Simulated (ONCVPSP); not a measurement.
Before and after: ONCV potential for F

F (Z = 9), optimised norm-conserving Vanderbilt (ONCV), made with ONCVPSP 4.0.1 (LDA (Perdew-Wang 92), fully relativistic). Core [He], reference 2s2 2p5. Waves: 2s: rc 0.65 bohr, ncon 5, nbas 8, qcut 11.1 1/bohr, local; 2p: rc 1.10 bohr, ncon 4, nbas 8, qcut 12.9 1/bohr, 2 projectors, debl 0.8 Ha. Local part: the s channel. Core correction: Teter function, fcfact 3.75, rcfact 1.05.

Open shells are filled in proportion to 2j + 1.

Change: s: nbas 9.

Cutoffs: the cutoffs (Ha) at which the residual kinetic energy of the hardest occupied pseudo-wave falls to 1 and 0.1 mHa per electron; they do not see the model core or the augmentation charge, which bear on the density cutoff. Errors are all-electron minus pseudo energies relative to the spin-unpolarised reference configuration.

**Question.** How do hardness, ghosts and transferability respond?

**Answer.** The potential gets softer (56 Ha and 315 Ha → 56 Ha and 120 Ha); the errors of the 4 common tests hardly move; neither file shows a bound ghost.

```csv
quantity,base,changed
"cutoff, loose",56 Ha,56 Ha
"cutoff, tight",315 Ha,120 Ha
loose cutoff by channel,"s 55 Ha, p 56 Ha","s 55 Ha, p 56 Ha"
bound ghosts,none,none
GHOST(+) flags under 300 eV,none,none
"error for 2s2 2p4, meV [ΔE 19.56 eV]",+8.2,+8.2
"error for 2s2 2p3, meV [ΔE 58.08 eV]",+71,+70
"error for 2s2 2p2, meV [ΔE 118.82 eV]",+291,+291
"error for 2s1 2p6, meV [ΔE 18.39 eV]",+19,+19
s: phases at 0.66 bohr within 0.05 rad from the reference energy up to (Ha; the scan ends near 5),to the end of the scan,to the end of the scan
p3/2: phases at 1.11 bohr within 0.05 rad from the reference energy up to (Ha; the scan ends near 5),to the end of the scan,to the end of the scan
p1/2: phases at 1.11 bohr within 0.05 rad from the reference energy up to (Ha; the scan ends near 5),to the end of the scan,to the end of the scan
"rms error of d²Exc/dni dnj with the model core, mHa",12.47,12.48
```
